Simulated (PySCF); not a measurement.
Species: C5H11O, charge 0, multiplicity 2. It need not be the lowest isomer of its formula. SMILES: CCC[C](C)O
Coordinates optimised at B3LYP-D3(BJ)/def2-TZVP (Ansatz):
```
C
H 1 1.0941
H 1 1.0947 2 106.92
C 1 1.4879 2 108.90 3 117.48
O 4 1.3826 1 112.38 2 -164.18
H 5 0.9636 4 109.47 1 -174.71
C 4 1.4891 5 116.82 6 -26.50
H 7 1.0905 4 110.66 5 172.72
H 7 1.0954 8 107.53 4 122.07
H 7 1.1025 8 107.44 9 114.83
C 1 1.5425 2 109.01 3 -117.25
H 11 1.0926 1 108.61 2 -178.43
H 11 1.0941 12 106.62 1 -117.60
C 11 1.5250 12 110.07 13 -118.90
H 14 1.0917 11 111.51 12 58.78
H 14 1.0927 15 107.75 11 122.03
H 14 1.0930 15 107.73 16 115.76
```
Charge 0, spin multiplicity 2.

Dispersion corrections to the total energy (kcal/mol) from the dftd3 and dftd4 libraries through PySCF: D3(BJ) without and D4 with the three-body term, each with the damping fitted for the functional named.

```json
[
 {"functional": "LC-wPBE", "D3(BJ)": "-7.09", "D4": "-8.00"},
 {"functional": "r2SCAN", "D3(BJ)": "-2.31", "D4": "___"},
 {"functional": "TPSS", "D3(BJ)": "-9.80", "D4": "-9.86"},
 {"functional": "B3LYP", "D3(BJ)": "___", "D4": "-11.51"},
 {"functional": "B2GP-PLYP", "D3(BJ)": "-4.05", "D4": "-3.08"},
 {"functional": "TPSSh", "D3(BJ)": "-8.95", "D4": "___"},
 {"functional": "PW6B95", "D3(BJ)": "-3.61", "D4": "-6.16"}
]
```

Q: Complete the blanks.

A: 
- r2SCAN, D4: -1.97
- B3LYP, D3(BJ): -13.08
- TPSSh, D4: -9.00
